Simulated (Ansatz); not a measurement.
The same atomization along the group O, S, Se.

Gas-phase electronic energies from Ansatz, PBE0-D4/def2-TZVP geometries. CBS: MP2 limit from def2 TZ/QZ plus the TZ coupled-cluster correction, frozen cores. This one scheme is used for every species, atoms too. Functionals use def2-TZVPP. B3LYP here is the variant with VWN-RPA as its local correlation; programs differ in this. Open shells (•) are unrestricted, without spin–orbit coupling. Spin–orbit coupling would lower the free atoms: a little for B, C, O, S, Si; clearly for Se. For Se outer-core shells are correlated without core-valence functions, so the limit isn't a true one: a few kJ/mol of doubt a bond, and 10 to 20 or more in all where bonds break to atoms. Scalar relativity is left out up to krypton. Each species was taken in one conformer, which may not be the lowest.

| reaction | LDA (SPW92) (kcal/mol) | PBE0-D4 (kcal/mol) | ωB97X-V (kcal/mol) | B3LYP-D4 (kcal/mol) | CCSD(T)/CBS(def2) (kcal/mol) |
| --- | --- | --- | --- | --- | --- |
| `COB[SiH3]` → B• + C• + 7 H• + O• + Si• | 1042.4 | 921.7 | 928.3 | 926.9 | 923.3 |
| `CSB[SiH3]` → B• + C• + 7 H• + S• + Si• | 986.6 | 880.1 | 883.9 | 880.4 | 877.1 |
| `C[Se]B[SiH3]` → B• + C• + 7 H• + Se• + Si• | 966.1 | 860.2 | 863.5 | 861.3 | 860.3 |

Largest T1 diagnostic: 0.015, for `CSB[SiH3]`.

For atomizations the MP2-based limit and the directly extrapolated one differ by several kJ/mol either way, and by 10 to 25 for some Ge, Se and Sn compounds, so smaller differences from it don't rank the levels.
